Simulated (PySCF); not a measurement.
**How good is the calculation?**

Structure with atom numbers: `[Br:1][c:2]1[cH:3][cH:4][cH:5][n:6][cH:7]1` (H(Xn): hydrogen on atom n).

Published estimates (parent shift plus substituent increments) and measurements: δ 13C C7 151.9; C5 148.9; C3 138.6; C4 124.8; C2 121.0; δ 1H H(C7) 8.68; H(C5) 8.52; H(C3) 7.80; H(C4) 7.21 ppm (estimated from measurements, as parent shift plus tabulated substituent increment; solution, not stated per compound (mostly CDCl3 or CCl4); Pretsch, Buehlmann, Badertscher, Structure Determination of Organic Compounds, 4th ed. (2009)).

Level of theory: GIAO CAM-B3LYP/pcSseg-2 shieldings, geometry: PBE0-D3(BJ)/def2-SVP, in PySCF 2.14 (isolated molecule, a single conformation, relativity neglected).

**Question.** What does the calculation give, and how does it compare?

**Answer.** 
Reference values: estimated from measurements, as parent shift plus tabulated substituent increment (solution, not stated per compound (mostly CDCl3 or CCl4); Pretsch, Buehlmann, Badertscher, Structure Determination of Organic Compounds, 4th ed. (2009)).
```
atoms  quantity  reference  computed
   C7     δ 13C      151.9     166.5
   C5     δ 13C      148.9     161.7
   C3     δ 13C      138.6     153.0
   C4     δ 13C      124.8     135.5
   C2     δ 13C      121.0     148.6
H(C7)      δ 1H       8.68      8.93
H(C5)      δ 1H       8.52      8.70
H(C3)      δ 1H       7.80      7.94
H(C4)      δ 1H       7.21      7.27
```

Computed shifts are σ(ref) − σ with the named reference compound (TMS for H and C) calculated as an isolated molecule at the same level.

**Question.** How far are the unscaled 13C shifts from the references?

**Answer.** Mean signed difference +16.02 ppm, mean absolute 16.02 ppm over 5 comparisons; the largest is +27.6 ppm at C2 (aromatic carbon bearing bromine).

**Question.** How far are the unscaled 1H shifts from the references?

**Answer.** Mean signed difference +0.16 ppm, mean absolute 0.16 ppm over 4 comparisons; the largest is +0.25 ppm at H(C7) (hydrogen on an aromatic CH next to a ring nitrogen).

9 of the 18 published NMR values on file for this molecule are compared.

Spin–orbit coupling is missing: it shields a carbon bonded to bromine, so the measured shift of such a carbon is lower than the computed one.
